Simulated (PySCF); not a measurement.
**A search over the determinants of CsC**

Unrestricted PBE0; basis Cs def2-TZVP with ECP46, C def2-TZVP; scalar-relativistic core potentials; PySCF 2.14. Outer shells of the fragments: Cs 6s1; C 2s2 2p2.

Followed along the bond (rough minima from three points):

| 2Ms+1 | unpaired | ⟨S²⟩ at the start | R at minimum (Å) | Te (eV) |
| --- | --- | --- | --- | --- |
| 4 | σ ↑, π ↑↑ | 3.75 | 2.75 | 0.00 |
| 2 | σ ↑, π ↑↓ | 1.76 | 2.75 | 0.66 |

Solutions found at the starting distance of 2.915 Å, counted from the lowest of them; the search is not exhaustive and high or unbound solutions are not listed, so other states can lie among these:

| 2Ms+1 | unpaired | term | E (eV) | ⟨S²⟩ | ⟨Lz²⟩ | μ (D) |
| --- | --- | --- | --- | --- | --- | --- |
| 4 | σ ↑, π ↑↑ | ⁴Σ⁻ | 0.00 | 3.75 | 0.00 | -9.87 |
| 2 | σ ↑, π ↑↓ | mixed | 0.66 | 1.76 | 2.01 | -9.76 |
| 2 | σ ↓, π ↑↑ | mixed | 0.66 | 1.76 | 0.00 | -9.57 |
| 2 | π ↑ | ²Π | 1.70 | 0.82 | 1.00 | -7.21 |
| 2 | σ ↑ | mixed | 1.79 | 0.76 | 2.00 | -9.57 |
| 2 | π ↑ | ²Π | 1.90 | 0.76 | 1.03 | -9.99 |
| 4 | σ ↑↑, π ↑ | ⁴Π | 2.61 | 3.75 | 1.01 | 1.55 |
| 2 | σ ↑↑, π ↓ | mixed | 3.03 | 1.76 | 1.01 | 1.71 |
| 4 | σ ↑, π ↑↑ | mixed | 3.74 | 3.75 | 2.00 | 2.67 |
| 4 | σ ↑, π ↑, δ ↑ | mixed | 4.01 | 3.75 | 5.00 | 0.55 |

A term symbol is given only where ⟨S²⟩ and ⟨Lz²⟩ are close to those of a pure state; real π, δ and φ orbitals otherwise mix terms. A positive dipole means Cs(−)C(+).

Spin–orbit coupling is left out.
